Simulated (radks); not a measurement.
Valence configurations of Se I (all share [Ar]). Method: Dirac Kohn-Sham, PBEsol, spin-unpolarised, spherical densities, finite nucleus; open shells fill j = l - 1/2 first; Fermi nuclear charge, rms radius 4.14 fm; computed with a radial shooting solver on a logarithmic mesh with Libxc functionals. Energies are relative to 3d10 4s2 4p4; eigenvalues in eV.

| valence | E (eV) | e(3d3/2) | e(3d5/2) | e(4p1/2) | e(4p3/2) | e(4s1/2) |
|---|---|---|---|---|---|---|
| 3d10 4s2 4p4 | 0.000 | -53.538 | -52.643 | -6.721 | -6.344 | -17.230 |
| 3d10 4s1.5 4p4.5 | 5.472 | -54.368 | -53.472 | -7.053 | -6.666 | -17.666 |
| 3d10 4s1 4p5 | 11.000 | -55.177 | -54.280 | -7.373 | -6.976 | -18.087 |
| 3d10 4p6 | 22.216 | -56.741 | -55.843 | -7.983 | -7.566 | - |
| 3d9.5 4s2 4p4.5 | 24.408 | -59.257 | -58.337 | -7.399 | -6.981 | -18.369 |
| 3d9 4s2 4p5 | 51.378 | -65.109 | -64.163 | -8.075 | -7.617 | -19.489 |
| 3d9 4s1 4p6 | 63.347 | -66.635 | -65.689 | -8.685 | -8.209 | -20.273 |
| 3d8 4s2 4p6 | 113.26 | -77.196 | -76.198 | -9.430 | -8.890 | -21.676 |

NIST lists [Ar] 3d10 4s2 4p4 as the ground configuration; this level of theory agrees among the configurations tried. The energies are those of spherical spin-averaged densities, not of single terms.
